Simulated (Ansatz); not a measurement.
Job for Ansatz (a first-principles code): U-PBE/def2-TZVPP on ZnSb, 2S+1 = 4, a spin state set in the input, which need not be the lowest, a point of a bond scan (R = 2.801 Å). Elements past Kr take the def2 small-core potentials; no spin–orbit coupling.

Ansatz 0.2 input:
```yaml
crystal:
  periodic: [false, false, false]
  atoms:
    - {symbol: Zn, position_ang: [0.00000000, 0.00000000, 0.00000000]}
    - {symbol: Sb, position_ang: [0.00000000, 0.00000000, 2.80065200]}
basis:
  gaussian:
    orbitals: def2-TZVPP
    pivot_positions_ang: [[0.00000000, 0.00000000, 0.00000000], [0.00000000, 0.00000000, 2.80065200]]
hamiltonian:
  xc: {name: PBE}
magnetization: {spin_polarized: true, initial_magnetization: 3}
output: {forces: true, orbitals: {seedname: ./end}}
```

The log:

```
WARN ansatz: RAYON_NUM_THREADS=1 ignored (pool sized by the plan → 1); use --threads N
Functional definition: PBE
integrals: 0.04 GiB planned
882 factors; their error is unknown
mean field: 0.37 GiB planned
mean field evaluation 1: about -54947.6198 eV, gradient 2.9e1 eV
mean field evaluation 2: about -54940.4655 eV, gradient 7.1e1 eV
mean field evaluation 4: about -54949.3253 eV, gradient 1.6e0 eV
mean field evaluation 8: about -54949.3243 eV, gradient 4.2e-2 eV
mean field evaluation 16: about -54949.3243 eV, gradient 6.9e-6 eV
mean field -54949.32430132 eV, -2019.3504220837 hartree, gradient 6.9e-6 eV, S^2 3.755591; 0 other end points of the search recorded, 0 dependent functions left out
the calculation of the forces begins
reference -54949.32433456 eV, -2019.3504233053 hartree; 28, 25 occupied and 86, 89 virtual orbitals, 882 factors
Total energy: -54949.32433456 eV, -2019.3504233053 hartree
Atom 0 at     0.000000     0.000000     0.000000 Å, force    -0.000000     0.000000    -0.030828 eV/Å
Atom 1 at     0.000000     0.000000     2.800652 Å, force     0.000000    -0.000000     0.030828 eV/Å
Dipole moment:     0.000000    -0.000000    -0.027030 e Å
```

Self-consistency was reached.

Cost: around 1.6 core-seconds (rough).
